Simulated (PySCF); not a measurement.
SbH₂Cl, SMILES [Cl][SbH2]. Atoms are numbered in the order given.

```xyz
4

Sb    -0.5674     0.0481     0.0000
H     -0.7275    -1.1488     1.2142
H     -0.7275    -1.1488    -1.2142
Cl     1.7877    -0.0092     0.0000
```
Charge 0, spin multiplicity 1.

Coordinates come from a PBE0-D3(BJ)/def2-TZVP optimisation. The def2 effective core potentials stand for the cores of Sb; spin–orbit coupling is left out.

The numbers are results of PBE0/def2-TZVPD run with PySCF, not measurements.

Symmetry labels are those of the subgroup Cs that the program uses (full group Cs).

Computed valence orbital energies around the gap with their symmetry:
```csv
orbital,symmetry,energy (eV)
HOMO−7,A',-36.58
HOMO−6,A',-22.54
HOMO−5,A',-16.29
HOMO−4,A',-10.62
HOMO−3,A",-10.42
HOMO−2,A',-9.45
HOMO−1,A",-8.72
HOMO,A',-7.72
LUMO,A',-1.78
LUMO+1,A",-0.54
LUMO+2,A',-0.24
LUMO+3,A',1.20
```
